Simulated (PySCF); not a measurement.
Correlation energy of Cr¹³⁺ (chromium, charge +13)

[Ne] 3s1, 2S determinant. Calculation: PySCF 2.14, in an even-tempered Gaussian basis (18 s from 0.81 bohr⁻², ratio 2.5; 11 p from 1.1 bohr⁻², ratio 2.5; 5 d from 4.4 bohr⁻², ratio 2.7; 4 f from 6.6 bohr⁻², ratio 2.7); scalar relativity by spin-free X2C-1e. Frozen: 1s2; 9 electrons correlated; the 19 highest virtual orbitals of each spin left out.

```tsv
level	correlation energy (mhartree)
CCSD	-313.48
(T)	-0.54
CCSD(T)	-314.02
```

Diagnostics: T1 = 0.00048, D1 = 0.0018, largest double amplitude 0.005.

Task: Is a single reference adequate?

Result: Yes, within this model without spin-orbit coupling: T1 lies below 0.03 and no double amplitude reaches 0.07.
